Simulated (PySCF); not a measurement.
Al(H)(Br)(OMe) (CH₄AlBrO), SMILES [O](C)[AlH][Br].

Coordinates come from a PBE-D3(BJ)/def2-SVP optimisation. The structure was generated by enumeration; whether it is a known compound was not checked. The values are those of a single conformer.

The numbers are results of PBE-D3(BJ)/def2-SVP in PySCF, not measurements.

Frequencies are harmonic and unscaled.

Computed vibrational spectrum:
| mode | ν (cm⁻¹) | IR (km/mol) | moving atoms (share of kinetic energy) |
|---|---|---|---|
| 1 | 77 | 3.8 | C 46 %, H 22 %, Br 20 %, Al 10 % |
| 2 | 90 | 0.0 | H 99 % |
| 3 | 153 | 11.1 | O 56 %, H 21 %, Al 14 %, C 9 % |
| 4 | 243 | 11.3 | O 62 %, Al 16 %, Br 10 %, H 9 % |
| 5 | 398 | 44.0 | Al 65 %, Br 24 % |
| 6 | 437 | 92.8 | H 81 %, Al 17 % |
| 7 | 623 | 104.8 | H 88 % |
| 8 | 721 | 136.5 | Al 48 %, O 20 %, C 19 %, H 12 % |
| 9 | 1139 | 43.8 | H 66 %, C 23 %, O 11 % |
| 10 | 1145 | 0.0 | H 76 %, C 19 % |
| 11 | 1198 | 241.4 | O 54 %, C 32 %, H 11 % |
| 12 | 1422 | 1.4 | H 97 % |
| 13 | 1424 | 1.7 | H 95 % |
| 14 | 1427 | 16.6 | H 90 %, C 9 % |
| 15 | 1961 | 109.4 | H 96 % |
| 16 | 2920 | 90.4 | H 97 % |
| 17 | 3001 | 35.9 | H 90 %, C 10 % |
| 18 | 3009 | 31.3 | H 90 %, C 10 % |
